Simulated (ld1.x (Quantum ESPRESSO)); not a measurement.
**What one change does to a pseudopotential (N (Z = 7), TM)**

- Element: nitrogen (N)
- Generator: ld1.x (Quantum ESPRESSO) 7.5
- Type: norm-conserving Troullier–Martins (Kleinman–Bylander form)
- Functional: PBEsol
- Relativity: scalar-relativistic
- Frozen core: [He]
- Valence charge: 5
- Reference configuration: 2s2 2p2 (charge +1)
- Partial waves: 2s (bound): rc 1.10 bohr; 2p (bound): rc 1.30 bohr; 3d channel at 0.1 Ry: rc 1.10 bohr
- Local potential: all-electron potential smoothed inside 1.00 bohr (lloc = -1)
- Core correction: Bessel-smoothed model core, default radius (core density twice the valence density)

Change: core correction Bessel-smoothed model core inside 1.14 bohr.

Cutoffs: the cutoffs (Ry, on a coarse ladder) from which the occupation-weighted sum of valence levels, in a spherical-Bessel basis at the reference potential, stays within 10 and 1 mRy of its value at 400 Ry; they do not see the model core or the augmentation charge, which bear on the density cutoff. Errors are all-electron minus pseudo energies relative to the spin-unpolarised reference configuration.

Question: What does the change do?

Answer: The potential gets neither clearly harder nor softer (70 Ry and 120 Ry → 70 Ry and 120 Ry); of the 7 tests that both files solve, the error grows in 6 and shrinks in 0 by more than 15 % and 0.3 meV (median size 33.2 → 40.1 meV); neither file shows a bound ghost. The default core radius of the base comes out at 0.42 bohr. A wider model core is smoother and lowers the density cutoff, which this test does not measure.

```tsv
quantity	base	changed
cutoff, loose	70 Ry	70 Ry
cutoff, tight	120 Ry	120 Ry
bound ghosts	none	none
error for 2s2 2p3, meV [ΔE -13.52 eV]	+7.2	+8.5
error for 2s2 2p1, meV [ΔE 28.74 eV]	+33	+40
error for 2s2 2p0, meV [ΔE 75.62 eV]	+253	+312
error for 2s1 2p3, meV [ΔE 11.71 eV]	+11	+18
error for 2s1 2p0, meV [ΔE 153.14 eV]	+460	+597
error for 2s0 2p5, meV [ΔE 9.37 eV]	+68	+93
error for 2s2 2p3.3, meV [ΔE -15.12 eV]	+8.8	+10
s: phases at 1.40 bohr within 0.05 rad from the reference energy up to (Ry; the scan ends near 5)	to the end of the scan	to the end of the scan
p: phases at 1.40 bohr within 0.05 rad from the reference energy up to (Ry; the scan ends near 5)	to the end of the scan	to the end of the scan
d: phases at 1.40 bohr within 0.05 rad from the reference energy up to (Ry; the scan ends near 5)	to the end of the scan	to the end of the scan
```
